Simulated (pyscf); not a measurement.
**`[SiH3][SiH][Cl]`, doublet**

Gas-phase minimum from PySCF at ωB97X-D3(BJ)/def2-SVP, one conformer. Other isomers of H₃Si–SiH•–Cl were not searched in full and may lie lower. 

SMILES: [SiH3][SiH]Cl
```xyz
7

Si    -0.7601     0.5905     0.5405
Si    -1.1580    -0.8749    -1.2240
Cl    -3.0552    -1.6803    -0.9619
H      0.5952     1.1926     0.3778
H     -1.7944     1.6619     0.4995
H     -0.8353    -0.1222     1.8500
H     -0.1882    -2.0081    -1.3190
```
Charge 0, spin multiplicity 2.

Bond lengths (Å): Si1–Si2 2.328, Si1–H4 1.492, Si1–H5 1.490, Si1–H6 1.493, Si2–Cl3 2.078, Si2–H7 1.495. Angles (°): Si2–Si1–H4 109.1, Si2–Si1–H5 108.2, Si2–Si1–H6 110.8, H4–Si1–H5 109.7, H4–Si1–H6 109.5, H5–Si1–H6 109.4, Si1–Si2–Cl3 107.7, Si1–Si2–H7 114.5, Cl3–Si2–H7 107.9.

Properties at ωB97X-D3(BJ)/def2-SVP:

Harmonic wavenumbers, unscaled: 105, 112, 404, 429, 530, 570, 611, 761, 890, 946, 950, 2223, 2243, 2255, 2267 cm⁻¹
Zero-point energy: 21.9 kcal/mol
Rotational symmetry number: 1
Entropy of this conformer at 298 K and 1 atm, rigid rotor and harmonic oscillator, modes under 100 cm⁻¹ raised to 100: 325.3 J/(mol K)
Dipole moment: 1.43 D
Spin expectation value S2: 0.752

Single-point totals, which compare only within one level (frozen core for MP2 and CC):

| level | total energy (hartree) |
|---|---|
| ωB97X-D3(BJ)/def2-TZVP | -1041.67754 |
| PBE/def2-TZVP | -1041.12151 |
| r²SCAN/def2-TZVP | -1041.53229 |
| B3LYP-D3(BJ)/def2-TZVP | -1041.68819 |
| PBE0-D3(BJ)/def2-TZVP | -1041.22453 |
| M06-2X/def2-TZVP | -1041.54920 |
| ωB97M-D3(BJ)/def2-TZVP | -1041.74302 |
| UHF/def2-TZVPP | -1039.73619 |
| MP2/def2-TZVPP | -1040.15276 |
| CCSD/def2-TZVPP | -1040.20775 |
| CCSD(T)/def2-TZVPP | -1040.22622 |

Soft torsions are taken as harmonic, which can shift the entropy by several J/(mol K). The CCSD(T) − MP2 part came from Ansatz, without density fitting, on the same reference.
